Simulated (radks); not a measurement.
Rh4+, 41 electrons, occupied as [Kr] 4d4.75 5p0.25 (fractional occupations, a model configuration). Method: Dirac Kohn-Sham, Wu-Cohen GGA, spin-unpolarised, spherical densities, point nucleus; open shells fill j = l - 1/2 first; computed with a radial shooting solver on a logarithmic mesh with Libxc functionals.

Spin-orbit splittings of the eigenvalues, e(l+1/2) - e(l-1/2), with zeta = 2 splitting/(2l+1) and mean radii in bohr:

shell  occ.  splitting (eV)  zeta (eV)  <r> j=l-1/2  <r> j=l+1/2
2p        6           144.6      96.42       0.1203       0.1252
3p        6           24.90      16.60       0.3830       0.3938
3d       10           4.914      1.966       0.3682       0.3716
4p        6           4.154      2.769        1.031        1.058
4d     4.75          0.5481     0.2192        1.292        1.302
4f        0        0.007761   0.002218        2.821        2.824
5p     0.25          0.7113     0.4742        2.571        2.624
5d        0         0.09434    0.03774        3.413        3.429
